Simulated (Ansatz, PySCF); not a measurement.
This Ansatz (a first-principles code) input computes a BLYP/def2-TZVPD energy:

Ansatz 0.2 input:
```yaml
crystal:
  periodic: [false, false, false]
  atoms:
    - {symbol: Be, position_ang: [-0.46050688, 0.43378722, 0.14030221]}
    - {symbol: Br, position_ang: [0.94825636, -0.85340450, -0.31289798]}
    - {symbol: S, position_ang: [-1.81264703, 1.70192994, 0.55559656]}
    - {symbol: H, position_ang: [-2.34459255, 0.90312952, 1.50067542]}
basis:
  gaussian:
    orbitals: def2-TZVPD
hamiltonian:
  xc: {name: BLYP}
output: {forces: true}
```

Question: Write an input for the same energy in PySCF and say what it gives.

Answer: 
```python
from pyscf import gto, scf, dft

mol = gto.M(
    atom='''
    Be   -0.46050688    0.43378722    0.14030221
    Br    0.94825636   -0.85340450   -0.31289798
    S    -1.81264703    1.70192994    0.55559656
    H    -2.34459255    0.90312952    1.50067542
    ''',
    basis='def2-tzvpd',
    charge=0,
    spin=0,
    verbose=4,
)

mf = dft.RKS(mol, xc='blyp').density_fit(auxbasis='def2-universal-jkfit')
mf.grids.level = 3
mf.conv_tol = 1e-9
mf.max_cycle = 100
mf.max_memory = 1500
mf.kernel()
if not mf.converged:
    mf = mf.newton()
    mf.kernel(mf.make_rdm1())
mf.analyze()
```
It gives -2987.83592 Eh, and Ansatz -2987.83585 Eh, a difference of 0.07 mEh, from the treatment of integrals and grids.
